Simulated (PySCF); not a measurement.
CH4O3, SMILES OC(O)O.

Coordinates come from a r2SCAN-D4/def2-SVP optimisation. One conformer was computed; it need not be the lowest.

Two levels are set side by side: TDA-PBE/def2-SVPD (PySCF) and TDA-PBE0/def2-SVPD (PySCF). Vertical, same geometry. The lowest singlet is HOMO→LUMO 99 % with PBE and HOMO→LUMO 93 % with the other functional; states are paired by order. Differences are taken from unrounded values.

```json
[
 {"quantity": "lowest singlet excitation (eV)", "TDA-PBE0": "7.64"},
 {"quantity": "lowest triplet excitation (TDA) (eV)", "TDA-PBE0": "7.38"},
 {"quantity": "first bright state (f over 0.05) (eV)", "TDA-PBE0": "8.81"},
 {"quantity": "its oscillator strength", "TDA-PBE0": "0.11"}
]
```

**Question.** What does TDA-PBE give, and how far is it from TDA-PBE0? (The exact figures need the calculation; the answer reports its results.)

**Answer.** 
```csv
quantity,TDA-PBE,TDA-PBE minus TDA-PBE0
lowest singlet excitation (eV),6.57,-1.07
lowest triplet excitation (TDA) (eV),6.38,-0.99
first bright state (f over 0.05) (eV),7.69,-1.12
its oscillator strength,0.09,-0.02
```

A lower first singlet is the usual sign of a functional without exact exchange. Differences between two approximate levels are no errors against the true value.

Rough cost on one machine, each run with all the roots and properties that it gave: TDA-PBE0 against TDA-PBE within a factor of 2.
